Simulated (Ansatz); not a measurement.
Consider the cleavage of the Si–Si bond: `O[SiH2][SiH](O)F` + `CC(O)=S` → `CC(=S)O[SiH2]O` + `O[SiH2]F`.

Calculated with Ansatz (gas phase, PBE0-D4/def2-TZVP geometries, no zero-point term in ΔE). CBS: MP2 limit from def2 TZ/QZ plus the TZ coupled-cluster correction, frozen cores. DFT in def2-TZVPP. One conformer a species, not always the lowest.

Is it downhill or uphill in electronic energy at CCSD(T)/CBS, and by how much? (Best estimate.)

The calculation gave: Downhill: ΔE = -1.00 eV.

What do these levels give: r2SCAN-D4, B2PLYP, PBE, r2SCAN, PBE0, HF/def2-TZVPP, SCS-MP2/def2-TZVPP, CCSD(T)/def2-TZVPP, HF/def2-QZVPP, MP2/def2-QZVPP, SCS-MP2/def2-QZVPP, MP2/CBS(def2)? (Estimate.)

The calculation gave: r2SCAN-D4 -0.88, B2PLYP -1.00, PBE -0.66, r2SCAN -0.87, PBE0 -0.76, HF/def2-TZVPP -1.15, SCS-MP2/def2-TZVPP -1.11, CCSD(T)/def2-TZVPP -1.01, HF/def2-QZVPP -1.18, MP2/def2-QZVPP -1.10, SCS-MP2/def2-QZVPP -1.11, MP2/CBS(def2) -1.08 eV.

Largest T1 diagnostic among the species: 0.017.

In def2-TZVPP, CCSD(T) changes the Hartree–Fock value by +0.14 eV (the triples alone add +0.02 eV) and MP2 by +0.06 eV. From PBE to PBE0 (25 % exact exchange), in def2-TZVPP and without D4, ΔE moves by −0.10 eV.
